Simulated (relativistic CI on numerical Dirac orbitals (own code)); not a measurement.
Slater and spin-orbit integrals, Au⁺

Method of calculation: Dirac-Coulomb-Breit CI, KLI orbitals optimised for each configuration, QED by a radiative potential, valence Slater integrals scaled by 0.85, P86 correlation energy added to each configuration (own radial code, finite nucleus).

Slater integrals F^k, G^k are unscaled and averaged over j, outside the closed core [Xe] 4f14; ζ comes from projecting the Hamiltonian with its Breit term on Σ l·s of the shell.

- 5d⁹6s: ζ(5d) = 4743.5, G^2(5d,6s) = 21943 cm⁻¹; <r>(5d) = 1.529, <r^2>(5d) = 2.764, <r>(6s) = 2.574, <r^2>(6s) = 7.517 (bohr units).
- 5d⁹6p: ζ(5d) = 4889.1, F^2(5d,6p) = 20957, G^1(5d,6p) = 9925.2, G^3(5d,6p) = 7671, ζ(6p) = 4935.6 cm⁻¹; <r>(5d) = 1.513, <r^2>(5d) = 2.697, <r>(6p) = 3.542, <r^2>(6p) = 14.39 (bohr units).
- 5d⁹7s: ζ(5d) = 4857.7, G^2(5d,7s) = 1921.3 cm⁻¹; <r>(5d) = 1.499, <r^2>(5d) = 2.635, <r>(7s) = 6.536, <r^2>(7s) = 47.22 (bohr units).

In this model ζ of a weakly bound d, f or g electron outside closed shells comes out too small, for d by up to a factor of two or three and at times with the wrong sign; that of an outer p electron is too small as well.

Correlation outside the listed configurations is missing or only estimated: errors of thousands of cm⁻¹ between configurations and terms are usual at this charge. Rates and lifetimes follow the computed energies and can be off by large factors. The fine structure of a lone outer electron comes out too small, for d and f at times inverted, and misplaced configurations move strength between like terms. 20 of the 31 excited levels that our extract of the measured tables holds in this range could be paired (the sources list more); they are missed by 1842 cm⁻¹ on average and 4634 at most, and levels without a partner can miss by more.

Averages of the first 10 configurations, taken without configuration mixing, which lowers the lowest level and can move excited configurations by several eV; other configurations of the list can lie among them:

```csv
Configuration,Parity,States,Average energy above the lowest level (eV)
5d¹⁰,even,1,0.0
5d⁹6s,even,20,2.9
5d⁹6p,odd,60,9.5
5d⁹7s,even,20,13.5
5d⁹6d,even,100,14.6
5d⁹7p,odd,60,15.2
5d⁹5f,odd,140,16.6
5d⁹7d,even,100,17.1
5d⁹6f,odd,140,18.0
5d⁹5g,even,180,18.2
```
